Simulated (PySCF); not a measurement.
# Frontier levels across methods

Species: C2H5FSi.
Z-matrix (Å and degrees, PBE0-D3(BJ)/def2-SVP geometry), rows numbered from 1:
```
F 
C   1  1.3632
C   2  1.5191  1  116.36
Si  3  1.8723  2   66.27  1  -115.23
H   2  1.0990  1  111.25  3   135.06
H   3  1.0973  2  113.39  4   106.72
H   3  1.0955  2  118.26  4  -117.68
H   4  1.4819  2  118.65  3  -100.64
H   4  1.4844  2  119.50  3   106.32
```

Basis pcSseg-2 throughout (PySCF), one geometry. Geometry: PBE0-D3(BJ)/def2-SVP; no solvent, vibrations or thermal averaging.

How do the orbital energies, the gap and the dipole change with the method?

```json
{"method": "BLYP", "kind": "GGA", "HOMO (eV)": "-5.71", "LUMO (eV)": "-0.84", "gap (eV)": "4.87", "μ (D)": "1.66", "SCF cycles": "14"}
{"method": "OPBE", "kind": "GGA", "HOMO (eV)": "-5.80", "LUMO (eV)": "-0.81", "gap (eV)": "4.99", "μ (D)": "1.53", "SCF cycles": "15"}
{"method": "B97-D", "kind": "GGA", "HOMO (eV)": "-5.80", "LUMO (eV)": "-0.83", "gap (eV)": "4.96", "μ (D)": "1.63", "SCF cycles": "14"}
{"method": "PBE", "kind": "GGA", "HOMO (eV)": "-5.83", "LUMO (eV)": "-0.93", "gap (eV)": "4.91", "μ (D)": "1.60", "SCF cycles": "14"}
{"method": "KT2", "kind": "GGA", "HOMO (eV)": "-5.90", "LUMO (eV)": "-0.95", "gap (eV)": "4.95", "μ (D)": "1.63", "SCF cycles": "15"}
{"method": "KT3", "kind": "GGA", "HOMO (eV)": "-5.91", "LUMO (eV)": "-0.96", "gap (eV)": "4.95", "μ (D)": "1.62", "SCF cycles": "15"}
{"method": "BP86", "kind": "GGA", "HOMO (eV)": "-5.93", "LUMO (eV)": "-0.95", "gap (eV)": "4.98", "μ (D)": "1.61", "SCF cycles": "14"}
{"method": "LDA", "kind": "LDA", "HOMO (eV)": "-5.97", "LUMO (eV)": "-1.08", "gap (eV)": "4.89", "μ (D)": "1.67", "SCF cycles": "14"}
{"method": "B97-2", "kind": "global hybrid", "HOMO (eV)": "-6.76", "LUMO (eV)": "-0.16", "gap (eV)": "6.61", "μ (D)": "1.76", "SCF cycles": "14"}
{"method": "B3LYP", "kind": "global hybrid", "HOMO (eV)": "-6.82", "LUMO (eV)": "-0.39", "gap (eV)": "6.43", "μ (D)": "1.81", "SCF cycles": "13"}
{"method": "PBE0", "kind": "global hybrid", "HOMO (eV)": "-7.01", "LUMO (eV)": "-0.15", "gap (eV)": "6.86", "μ (D)": "1.77", "SCF cycles": "14"}
{"method": "mPW1PW91", "kind": "global hybrid", "HOMO (eV)": "-7.04", "LUMO (eV)": "-0.17", "gap (eV)": "6.87", "μ (D)": "1.78", "SCF cycles": "13"}
{"method": "BHandHLYP", "kind": "global hybrid", "HOMO (eV)": "-8.10", "LUMO (eV)": "0.57", "gap (eV)": "8.66", "μ (D)": "2.01", "SCF cycles": "12"}
{"method": "CAM-B3LYP", "kind": "range-separated hybrid", "HOMO (eV)": "-8.35", "LUMO (eV)": "0.72", "gap (eV)": "9.07", "μ (D)": "1.93", "SCF cycles": "13"}
{"method": "wB97X-D", "kind": "range-separated hybrid", "HOMO (eV)": "-8.85", "LUMO (eV)": "1.51", "gap (eV)": "10.36", "μ (D)": "1.84", "SCF cycles": "13"}
{"method": "LC-wPBE", "kind": "range-separated hybrid", "HOMO (eV)": "-9.65", "LUMO (eV)": "1.80", "gap (eV)": "11.45", "μ (D)": "1.93", "SCF cycles": "13"}
{"method": "HF", "kind": "Hartree–Fock", "HOMO (eV)": "-9.72", "LUMO (eV)": "2.38", "gap (eV)": "12.11", "μ (D)": "2.18", "SCF cycles": "10"}
```

The HOMO spans 4.01 eV, from BLYP down to HF, and the gap runs from 4.87 eV (BLYP) to 12.11 eV (HF). Over the methods BLYP (0 %), OPBE (0 %), B97-D (0 %), PBE (0 %), KT2 (0 %), KT3 (0 %), BP86 (0 %), LDA (0 %), B97-2 (21 %), B3LYP (20 %), PBE0 (25 %), mPW1PW91 (25 %), BHandHLYP (50 %), HF (100 %), a straight line through the gap against the share of exact exchange rises by 0.72 eV for each 10 % (correlation coefficient 0.999). The dipole ranges from 1.53 D (OPBE) to 2.18 D (HF). This basis has no diffuse functions.

The vertical ΔSCF ionisation energy at CAM-B3LYP/def2-SVPD is 9.35 eV; −ε(HOMO) comes closest to it with LC-wPBE (9.65 eV).
